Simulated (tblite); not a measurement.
Task: What does the GFN2-xTB structure of InChI=1S/C7H7ClN/c1-6(5-9)7(8)3-2-4-7/h1H,2-4H2 look like in three dimensions? (Doublet state.)

Result: 
```xyz
16
C7H7ClN angstrom
C      1.483    1.737   -0.284
C      1.332    0.450   -0.150
C      2.305   -0.426   -0.718
N      3.094   -1.098   -1.203
C      0.201   -0.234    0.574
Cl     0.904   -1.018    2.029
C     -0.658   -1.153   -0.305
C     -1.771   -0.092   -0.277
C     -1.019    0.657    0.835
H      2.170    2.417   -0.729
H     -0.237   -1.396   -1.279
H     -0.931   -2.074    0.205
H     -2.760   -0.457   -0.013
H     -1.834    0.478   -1.201
H     -0.841    1.720    0.680
H     -1.444    0.499    1.823
```

Orientation and origin are arbitrary. Atoms count from 1 in this order. The 7 C–C bonds span 1.303 Å (C1=C2, drawn double) to 1.538 Å (C7–C8, drawn single), a spread of 0.235 Å. C2 (carbon bonded to 3 C) is planar (angles 125.8°, 119.1° and 115.1°, sum 360.0°, 0.00 Å off the plane of its three neighbours). C1 (carbon bonded to C and H) is bent (angle 138.5°). Of the pairs four or more bonds apart, C1···H15 is among the closest relative to their van der Waals radii: 2.52 Å, 87 % of the sum of Bondi's values.

Bonds between heavy atoms (Å): C1=C2 1.303, C2–C3 1.427, C3≡N4 1.145, C2–C5 1.506, C5–Cl6 1.796, C5–C7 1.536, C7–C8 1.538, C8–C9 1.537, C5–C9 1.534.

The geometry is computed with GFN2-xTB (gas phase). This method treats the open shell by occupation alone, without spin polarisation.

Point group: C1 (no symmetry element, even within 0.4 Å). Its GFN2-xTB frequencies are all real (lowest 30 cm⁻¹). Torsions: C1–C2–C5–Cl6 -113°, C2–C5–C7–C8 -106°, C5–C7–C8–C9 -11°, C7–C8–C9–C5 11°, C2–C5–C9–C8 106°. 3 starts were optimised and ended at 0.00, 0.06 and 0.58 kcal/mol (GFN2-xTB); the lowest of these is shown.

One conformer stands for the species.
